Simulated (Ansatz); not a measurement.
Geometry optimisation, Ansatz, RKS BLYP/def2-SVP.

Input file:

```yaml
crystal:
  periodic: [false, false, false]
  atoms:
    - { symbol: B, position_ang: [0.0, 0.0, 0.0] }
    - { symbol: "N", position_ang: [0.0, 0.0, 1.9] }
    - { symbol: H, position_ang: [-0.877, -0.2713, 2.43] }
    - { symbol: H, position_ang: [0.877, 0.2713, 2.43] }
    - { symbol: H, position_ang: [1.0305, 0.0, -0.595] }
    - { symbol: Cl, position_ang: [-1.6108, 0.0, -0.93] }
    - { symbol: P, position_ang: [-0.643, 1.9963, 0.6969] }
    - { symbol: H, position_ang: [-1.9506, 2.2682, 0.2146] }
    - { symbol: H, position_ang: [-0.6475, 2.024, 2.1166] }
    - { symbol: H, position_ang: [-0.3498, 1.0859, 1.7636] }
basis:
  gaussian: { orbitals: def2-SVP }
hamiltonian:
  xc: blyp
relax:
  f_tol: 0.15
  max_steps: 25
  restrain:
    - { distance: [0, 6], at: 1.91, k: 30.0 }
    - { distance: [9, 1], at: 1.06, k: 30.0 }
    - { distance: [0, 1], at: 2.75, k: 30.0 }
    - { distance: [9, 6], at: 2.62, k: 30.0 }
```

Command:

```bash
$ ansatz run input.yaml --threads 2 --pin off --max-ram 3072MiB --backend cpu --events-out ev --progress --plain --runs-dir out
```

**Question.** Where does it end, and by what steps?

**Answer.** The forces met the threshold. The restraints hold the end off the free minimum. After 9 steps the energy has fallen by 5.329 eV (the restraints' own energy left out); H9 moved furthest, 1.26 Å. Parted: P7–H10 (1.43 → 2.63 Å).

| step | energy less start (eV) | largest force component (eV/Å) | accepted |
| --- | --- | --- | --- |
| 0 | 0.0000 | 6.190 | yes |
| 1 | -1.8441 | 3.436 | yes |
| 2 | -2.3956 | 2.872 | yes |
| 3 | -2.9829 | 2.572 | yes |
| 4 | -4.2504 | 2.172 | yes |
| 5 | -4.9686 | 1.504 | yes |
| 6 | -5.1461 | 0.969 | yes |
| 7 | -5.2479 | 0.877 | yes |
| 8 | -5.3095 | 0.754 | yes |
| 9 | -5.3287 | 0.696 | yes |

```xyz
10
Properties=species:S:1:pos:R:3
B -0.228 0.609 -0.397
N -0.154 -0.168 2.230
H -0.821 -0.716 2.793
H 0.747 -0.154 2.729
H 0.946 0.323 -0.466
Cl -1.403 -0.474 -1.180
P -0.778 2.380 0.092
H -2.016 2.121 0.780
H 0.034 2.636 1.252
H -0.498 0.817 2.193
```

Time of the run: 21 s on 2 threads of Arm Neoverse V1 (shared host), peak memory 0.15 GiB.
